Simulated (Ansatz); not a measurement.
Start from `CC[SiH2]C#N` and change one atom or group to get `CC[SiH2]S`.

Ansatz, PBE0-D4/def2-TZVP geometries, multiplicity 1. Each molecule was computed in one conformer, which needn't be the lowest.

| property | `CC[SiH2]C#N` |
| --- | --- |
| HOMO–LUMO gap (B3LYP/def2-TZVPP) / eV | 8.14 |
| LUMO energy (ωB97M-V/def2-TZVPP) / eV | 1.40 |
| HOMO–LUMO gap (PBE0/def2-TZVPP) / eV | 8.57 |
| zero-point energy (PBE0-D4/def2-TZVP) / kJ/mol | 239.2 |
| HOMO energy (PBE/def2-TZVPP) / eV | -7.76 |
| LUMO energy (PBE/def2-TZVPP) / eV | -1.43 |

(1) Give the same properties after the change, and the shifts. (Estimate.)

## Answers

(1) Computed: 
```
                                      property  `CC[SiH2]S`  shift
         HOMO–LUMO gap (B3LYP/def2-TZVPP) / eV         7.17  -0.97
         LUMO energy (ωB97M-V/def2-TZVPP) / eV         2.07   0.67
          HOMO–LUMO gap (PBE0/def2-TZVPP) / eV         7.69  -0.88
zero-point energy (PBE0-D4/def2-TZVP) / kJ/mol        241.6    2.4
             HOMO energy (PBE/def2-TZVPP) / eV        -6.06   1.70
             LUMO energy (PBE/def2-TZVPP) / eV        -0.47   0.96
```

With PBE0 the HOMO rises by 1.77 eV and the LUMO rises by 0.89 eV, so the gap narrows by about 0.88 eV. PBE moves the HOMO by 1.70 eV and ωB97M-V by 1.80 eV.

B3LYP here is the variant with VWN-RPA as its local correlation; programs differ in this.
